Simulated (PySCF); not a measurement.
Molecule: SMILES c1cc(OC)ccn1, C6H7NO.

Structure with atom numbers: `[CH3:1][O:2][c:3]1[cH:4][cH:5][n:6][cH:7][cH:8]1`. Hydrogens are named by the atom that carries them.

Geometry PBE0-D3(BJ)/def2-SVP throughout; GIAO in PySCF 2.14.0 with density-fitted response routines, gas phase, one conformer, non-relativistic; equivalent atoms averaged; functional PBE0.

(1) How do the absolute shieldings σ depend on the basis set? (ppm; last column core-seconds on shared hosts with different chips, so compare them loosely)

(2) Which nucleus moves most, in ppm?

(3) Taking the largest basis, def2-TZVP (290 functions), as the yardstick, rank the others by their worst heavy-atom deviation.

Answers

(1) 
```
    basis set  functions     C3  C5/C7  C4/C8     C1     O2     N6  H(C5)/H(C7)  H(C4)/H(C8)  H(C1)  core-s
       STO-3G         47  107.2  113.6  136.4  185.6  297.4   43.8        24.22        26.09  29.78     4.5
     pcSseg-0         86   18.2   29.6   73.0  136.3  228.5  -94.2        23.89        26.16  28.70      16
        6-31G         86   42.5   53.9   91.3  148.2  233.8  -49.3        23.84        25.78  28.68     9.5
       6-31G*        126   39.4   49.7   89.7  143.1  241.0  -31.4        23.50        25.55  28.31      14
      cc-pVDZ        147   35.0   47.3   87.7  145.7  236.5  -42.1        22.82        24.86  27.75      28
     def2-SVP        147   33.5   45.1   86.1  143.0  239.6  -45.1        23.05        24.91  27.84      24
     pcSseg-1        171   14.7   27.6   71.7  130.7  222.6  -71.5        22.70        24.65  27.58      18
  aug-cc-pVDZ        247   33.0   44.9   87.7  143.8  237.7  -39.0        22.62        24.50  27.58      55
6-311+G(2d,p)        258   18.3   31.4   75.3  133.9  223.3  -61.6        22.82        24.68  27.82      37
    def2-TZVP        290   16.1   30.0   74.4  132.9  224.3  -65.6        22.79        24.68  27.81      67
```

(2) N6 (pyridine-type ring nitrogen): from -94.2 ppm with pcSseg-0 to 43.8 ppm with STO-3G. The smallest spread is 1.60 ppm, at H(C5)/H(C7). Proton shifts span only some 12 ppm, so a few tenths of a ppm matter as much there as several ppm in carbon.

(3) 6-311+G(2d,p) 4.0 ppm (258 functions), pcSseg-1 5.9 ppm (171 functions), def2-SVP 20.5 ppm (147 functions), cc-pVDZ 23.6 ppm (147 functions), 6-31G 26.4 ppm (86 functions), aug-cc-pVDZ 26.6 ppm (247 functions), pcSseg-0 28.6 ppm (86 functions), 6-31G* 34.2 ppm (126 functions), STO-3G 109.4 ppm (47 functions).

A small basis that lands close on one nucleus may do so by chance; judge by the trend and by all nuclei.
